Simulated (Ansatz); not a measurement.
Energy needed to pull apart InNH₄ (SMILES [NH2][InH2]), singlet, into free ground-state atoms, from the structure below (displaced at random from its PBE0-D4/def2-TZVP minimum); no zero-point or spin–orbit terms; open-shell atoms are treated unrestricted, in their ground-state multiplicity.

N1  (-0.095, -1.071, 0.024)
In2  (0.093, 0.925, -0.074)
H3  (-0.584, -1.550, 0.740)
H4  (0.292, -1.675, -0.630)
H5  (1.051, 1.533, -1.381)
H6  (-0.722, 1.804, 1.218)
(Å)

Computed with Ansatz 0.2.0 (basis: def2-TZVPP); correlated methods freeze the cores. Filled d shells of the heavier atoms are correlated. Core potentials replace the inner electrons of the atoms past krypton. The def2 sets are not built for correlating such inner shells, so the correlated values are less sure here.

```tsv
method	atomization energy (eV)
PBE-D4	15.75
r2SCAN-D4	15.59
PBE0-D4	15.48
wB97M-V	15.85
HF	10.38
MP2	?
CCSD	?
CCSD(T)	15.34
```

Question: What does MP2 give? (To be estimated.)

Answer: The calculation gives: 15.13 eV, which is about 0.21 eV less than CCSD(T)/def2-TZVPP.

Question: What does CCSD give? (To be estimated.)

Answer: The calculation gives: 15.11 eV, which is about 0.23 eV less than CCSD(T)/def2-TZVPP.

In triple zeta the MP2 and coupled-cluster atomization energies are still short of their basis limit by a few kcal/mol a bond, whereas those of the functionals are nearly converged, so these differences are not deviations from converged CCSD(T).

The T1 diagnostic stays at or below 0.016.

For scale, one of the runs: CCSD(T)/def2-TZVPP forces, 137 basis functions (an equivalent command: `ansatz run in.yaml --threads 2`). Hardware: 2 CPU threads, shared host. Wall time 88 s; peak host memory 1.4 GiB.
